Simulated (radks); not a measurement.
Valence configurations of V (all share [Ar]). Calculated with a radial shooting solver on a logarithmic mesh with Libxc functionals: scalar-relativistic Kohn-Sham, BLYP, spin-polarised, spherical densities, finite nucleus; open shells are filled with parallel spins first; Fermi nuclear charge, rms radius 3.6002 fm. Energies are relative to 3d3 4s2; eigenvalues in eV for spin up.

| valence | E (eV) | moment (Bohr magnetons) | e(3d) | e(4p) | e(4s) |
|---|---|---|---|---|---|
| 3d4 4s1 | -0.703 | 5 | -2.865 | - | -4.118 |
| 3d3 4s2 | 0.000 | 3 | -5.796 | - | -4.792 |
| 3d3 4s1.5 4p0.5 | 1.333 | 4 | -6.467 | -1.849 | -5.362 |
| 3d3.5 4s0.5 4p1 | 2.185 | 5 | -5.420 | -1.978 | -5.375 |
| 3d3 4s1 4p1 | 2.480 | 5 | -7.024 | -2.215 | -5.853 |
| 3d2.5 4s1.5 4p1 | 4.123 | 4 | -9.001 | -2.422 | -6.274 |
| 3d3 4p2 | 6.189 | 5 | -8.193 | -2.752 | - |
| 3d2 4s2 4p1 | 6.407 | 3 | -11.204 | -2.633 | -6.710 |
| 3d2.5 4s0.5 4p2 | 7.357 | 5 | -10.076 | -3.013 | -7.040 |
| 3d2.5 4p2.5 | 9.384 | 5 | -10.629 | -3.254 | - |

NIST lists [Ar] 3d3 4s2 as the ground configuration; this level of theory puts 3d4 4s1 lower, by 0.703 eV. The energies are those of spherical high-spin densities, not of single terms.
